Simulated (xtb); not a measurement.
C8H9, doublet, geometry from GFN2-xTB; GFN0-xTB with ALPB(dmf) in xtb.

Here is a job for xtb.
```
$ xtb mol.xyz --gfn 0 --uhf 1 --alpb dmf --json

# file mol.xyz
17

C      2.53390896    -0.89210378     0.20590525
C      1.21594166    -0.19811550     0.03625603
C      1.18719148     1.16182900    -0.29835815
C     -0.03004495     1.75356138    -0.43084276
C     -1.23074991     1.12998049    -0.26412531
C     -1.21484095    -0.22609908     0.06966145
C     -2.49545641    -0.98387104     0.25333052
C      0.01264273    -0.86205001     0.21284658
H      3.17885006    -0.70440480    -0.65107387
H      3.04337353    -0.52034798     1.09507122
H      2.39572473    -1.96546748     0.31160996
H      2.11104764     1.70257665    -0.44092707
H     -2.16914990     1.65112292    -0.38248307
H     -2.45617114    -1.58588259     1.15972643
H     -3.34404839    -0.30748003     0.31834684
H     -2.65639169    -1.65644859    -0.58971636
H      0.02520938    -1.91245693     0.47140435
```

Output, abridged:

```
   ID    Z sym.   atoms
    1    6 C      1-8
    2    1 H      9-17

           -------------------------------------------------
          |                Calculation Setup                |
           -------------------------------------------------

           -------------------------------------------------
          |                 G F N 0 - x T B                 |
           -------------------------------------------------

      * Solvation model:               ALPB
        Solvent                        dmf
        Parameter file                 internal GFN-FF/ALPB
        Dielectric constant                3.7000E+01
        Reference state                gsolv [1 M gas/solution]
        Free energy shift                  5.2364E-03 Eh       3.2859E+00 kcal/mol
        Temperature                        2.9815E+02 K
        Density                            9.5000E-01 kg/L
        Solvent mass                       7.3100E+01 g/mol
        Interaction kernel             P16
        Born radius scaling (c1)           2.0907E+00
        Born radii integrator          GBOBC
        Born offset                        0.0000E+00 a0       0.0000E+00 AA
        H-bond correction              true
        Ion screening                  false
        Surface tension                    1.0000E-05 Eh       1.5569E+01 dyn/cm
        Grid points                               230 per atom

          ...................................................
          :                      SETUP                      :
          :.................................................:
          :  # basis functions                  50          :
          :  # atomic orbitals                  50          :
          :  # shells                           34          :
          :  # electrons                        41          :
          :  electronic temp.          300.0000000     K    :
          :  accuracy                    1.0000000          :
          :  -> integral cutoff          0.2500000E+02      :
          :  -> integral neglect         0.1000000E-07      :
          ...................................................

         :::::::::::::::::::::::::::::::::::::::::::::::::::::
         ::                     SUMMARY                     ::
         :::::::::::::::::::::::::::::::::::::::::::::::::::::
         :: total energy             -21.793797917671 Eh    ::
         :: total w/o Gsasa/hb       -21.783683932122 Eh    ::
         :: gradient norm              0.016781053212 Eh/a0 ::
         :: HOMO-LUMO gap              2.754056696056 eV    ::
         ::.................................................::
         :: H0 energy                -22.162990901998 Eh    ::
         :: repulsion energy           0.409684478906 Eh    ::
         :: electrostat energy        -0.034357263983 Eh    ::
         :: -> Gsolv                   0.000000000000 Eh    ::
         ::    -> Gsasa               -0.015350403890 Eh    ::
         ::    -> Gshift               0.005236418341 Eh    ::
         :: dispersion energy         -0.006134230596 Eh    ::
         :: short-range corr.          0.000000000000 Eh    ::
         :: add. restraining           0.000000000000 Eh    ::
         :: total charge              -0.000000000000 e     ::
         :::::::::::::::::::::::::::::::::::::::::::::::::::::

           -------------------------------------------------
          |                Property Printout                |
           -------------------------------------------------

    * Orbital Energies and Occupations

         #    Occupation            Energy/Eh            Energy/eV
      -------------------------------------------------------------
         1        2.0000           -0.6497285             -17.6800
       ...           ...                  ...                  ...
         9        2.0000           -0.5428592             -14.7720
        10        2.0000           -0.5378039             -14.6344
        11        2.0000           -0.5334465             -14.5158
        12        2.0000           -0.5249664             -14.2851
        13        2.0000           -0.5215275             -14.1915
        14        2.0000           -0.5151815             -14.0188
        15        2.0000           -0.4967894             -13.5183
        16        2.0000           -0.4953957             -13.4804
        17        2.0000           -0.4896090             -13.3229
        18        2.0000           -0.4665716             -12.6961
        19        2.0000           -0.4329102             -11.7801
        20        2.0000           -0.4278054             -11.6412
        21        1.0000           -0.3693125             -10.0495 (HOMO)
        22                         -0.2681028              -7.2954 (LUMO)
        23                         -0.2596776              -7.0662
        24                         -0.1468436              -3.9958
        25                         -0.1450996              -3.9484
        26                         -0.1390044              -3.7825
        27                         -0.1257250              -3.4212
        28                         -0.1215577              -3.3078
        29                         -0.1078966              -2.9360
        30                         -0.0887113              -2.4140
        31                         -0.0874054              -2.3784
        32                         -0.0787202              -2.1421
       ...                                ...                  ...
        50                          0.6108799              16.6229
      -------------------------------------------------------------
                  HL-Gap            0.1012097 Eh            2.7541 eV
             Fermi-level            0.0000000 Eh            0.0000 eV

     #   Z          covCN         q      C6AA      α(0)
     1   6 C        3.757    -0.489    35.507     8.598
     2   6 C        2.975     0.106    27.035     8.502
     3   6 C        2.920    -0.099    32.142     9.268
     4   6 C        2.015    -0.126    35.161     9.565
     5   6 C        2.920    -0.097    32.087     9.260
     6   6 C        2.976     0.106    27.040     8.503
     7   6 C        3.757    -0.489    35.502     8.597
     8   6 C        2.927    -0.178    34.381     9.586
     9   1 H        0.925     0.161     1.322     1.798
    10   1 H        0.925     0.163     1.308     1.788
    11   1 H        0.925     0.159     1.334     1.806
    12   1 H        0.926     0.099     1.793     2.094
    13   1 H        0.926     0.097     1.815     2.107
    14   1 H        0.925     0.162     1.316     1.794
    15   1 H        0.925     0.157     1.347     1.815
    16   1 H        0.924     0.164     1.301     1.784
    17   1 H        0.925     0.107     1.722     2.052

 Mol. C6AA /au·bohr⁶  :       3168.680410
 Mol. C8AA /au·bohr⁸  :      79541.901343
 Mol. α(0) /au        :         88.917072

Wiberg/Mayer (AO) data.
largest (>0.10) Wiberg bond orders for each atom

 ---------------------------------------------------------------------------
     #   Z sym  total        # sym  WBO       # sym  WBO       # sym  WBO
 ---------------------------------------------------------------------------
     1   6 C    3.978 --     2 C    1.011    11 H    0.978     9 H    0.972
                            10 H    0.968
     2   6 C    3.966 --     8 C    1.434     3 C    1.340     1 C    1.011
                             5 C    0.114
     3   6 C    3.981 --     4 C    1.504     2 C    1.340    12 H    0.960
                             6 C    0.115
     4   6 C    3.287 --     3 C    1.504     5 C    1.484     8 C    0.105
     5   6 C    3.981 --     4 C    1.484     6 C    1.360    13 H    0.959
                             2 C    0.114
     6   6 C    3.966 --     8 C    1.414     5 C    1.360     7 C    1.011
                             3 C    0.115
     7   6 C    3.978 --     6 C    1.011    15 H    0.979    14 H    0.972
                            16 H    0.966
     8   6 C    3.986 --     2 C    1.434     6 C    1.414    17 H    0.963
                             4 C    0.105
     9   1 H    0.983 --     1 C    0.972
    10   1 H    0.986 --     1 C    0.968
    11   1 H    0.978 --     1 C    0.978
    12   1 H    0.988 --     3 C    0.960
    13   1 H    0.988 --     5 C    0.959
    14   1 H    0.983 --     7 C    0.972
    15   1 H    0.978 --     7 C    0.979
    16   1 H    0.986 --     7 C    0.966
    17   1 H    0.978 --     8 C    0.963
 ---------------------------------------------------------------------------

Topologies differ in total number of bonds
Writing topology from bond orders to xtbtopo.mol

 dipole moment from electron density (au)
     X       Y       Z
   0.0278  -0.7906   0.1913  total (Debye):    2.069

           -------------------------------------------------
          | TOTAL ENERGY              -21.793797917671 Eh   |
          | GRADIENT NORM               0.016781053212 Eh/α |
          | HOMO-LUMO GAP               2.754056696056 eV   |
           -------------------------------------------------

normal termination of xtb
```
